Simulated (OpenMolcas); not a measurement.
V3+: moving or changing the point charges

V3+ among 4 point charges of -2 e arranged as a tetrahedron (Td), 1.9 Å from the ion.
```
   1.0970    1.0970    1.0970  -2.00
   1.0970   -1.0970   -1.0970  -2.00
  -1.0970    1.0970   -1.0970  -2.00
  -1.0970   -1.0970    1.0970  -2.00
```

```yaml
Program: OpenMolcas 26.06
Method: CASSCF
Basis: ANO-RCC-VDZP [5s4p2d1f]
Scalar_Hamiltonian: DKH2, point nucleus
Active_space: 2 electrons in 5 orbitals (3d)
State_averaging: 2S+1 = 3 even, 10 roots; 2S+1 = 1 even, 15 roots
Spin-orbit_coupling: state interaction with AMFI integrals over the reference wave functions
```

Runs around this geometry, states (labels of Td). Energies in cm-1 above the lowest state or level, χT in cm3 K/mol; 10Dq and B are least-squares fits to the states below 45000 cm-1, weighted by degeneracy, with a free offset, and given where the rms deviation is under 5 % of |10Dq| (or 100 cm-1) and under 700 cm-1; 10Dq is negative for this site.

| R (Å) | q (e) | Ground state | First state of that spin | 10Dq | B (rms of fit) | First gap with spin-orbit (degeneracies) | χT at 300 K | First state of another spin |
| --- | --- | --- | --- | --- | --- | --- | --- | --- |
| 1.9 | -1.6 | 3A2 | 3T2 2223 | -2287 | 1075 (63) | 2161 (3, 1) | 0.915 | 1E 14732 |
| 1.74 | -2 | 3A2 | 3T2 3682 | -3653 | 1031 (155) | 3610 (3, 1) | 0.951 | 1E 14786 |
| 1.9 | -2 | 3A2 | 3T2 2630 | -2685 | 1065 (81) | 2563 (3, 1) | 0.928 | 1E 14777 |
| 2.1 | -2 | 3A2 | 3T2 1717 | -1764 | 1080 (55) | 1668 (3, 1) | 0.896 | 1E 14586 |

Taking |10Dq| as R^-n, n = -ln(1764 / 3653) / ln(2.1 / 1.74) = 3.9 between the shortest and longest distance. The point-charge formula for a cubic d site gives n = 5.

Scaling the charges by -1.6 / -2 = 0.80 scales |10Dq| by 2287 / 2685 = 0.85; with fixed orbitals a first-order splitting would follow the charge.

Without dynamic correlation the repulsion within the d shell is too large (B by tens of per cent), so at a given field states of lower spin stand too high. The ground term spreads over less than 5000 cm-1, several times less than with real ligands, so orbital moments are less quenched and χT lies further from the spin-only value than at real sites (holds for R = 1.9, q = -1.6; R = 1.9, q = -2; R = 2.1, q = -2). Point charges carry no covalency, so the field is a model and not that of real ligands. No measured value stands beside these numbers.
